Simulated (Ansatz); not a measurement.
Born–Oppenheimer molecular dynamics of H₄KOSi (7 atoms, charge 1, multiplicity 1). It starts from a relaxed structure.

Computed with RKS PBE0-D4/def2-SVP (Ansatz).

```
ensemble        : NVT, Nosé–Hoover chain
time step       : 0.5 fs
steps asked     : 100
set temperature : 300 K
thermostat      : time constant 3 fs, chain length 1
seed            : 362612
```

First frame:

```xyz
7
Properties=species:S:1:pos:R:3
K -0.195 -0.244 -3.027
Si 0.127 0.414 0.706
O -0.200 -0.772 -0.487
H 1.341 0.037 1.476
H 0.366 1.625 -0.132
H -1.057 0.587 1.586
H -0.383 -1.647 -0.122
```

**Question.** How far do the bonds stretch over the last three quarters of this one trajectory? (Pairs bonded in most of those frames.)

**Answer.** 
| bond | mean (Å) | spread (Å) | shortest | longest |
| --- | --- | --- | --- | --- |
| K1–Si2 | 3.595 | 0.061 | 3.47 | 3.69 |
| K1–O3 | 2.516 | 0.021 | 2.49 | 2.57 |
| Si2–O3 | 1.728 | 0.058 | 1.62 | 1.80 |
| Si2–H4 | 1.489 | 0.004 | 1.48 | 1.50 |
| Si2–H5 | 1.494 | 0.012 | 1.47 | 1.51 |
| Si2–H6 | 1.486 | 0.015 | 1.46 | 1.51 |
| O3–H7 | 0.969 | 0.012 | 0.95 | 0.99 |

Mean temperature of the second half: 312 K. The conserved energy stayed within 0.13 meV per atom of its start (net change 0.079 meV per atom), so the integration is sound. A run of 0.05 ps of so small a system gives no equilibrium averages. Limits of this set-up: the dipole of an ion depends on the origin.

Time of the run: 3.2 min on 1 CPU thread of a shared host.
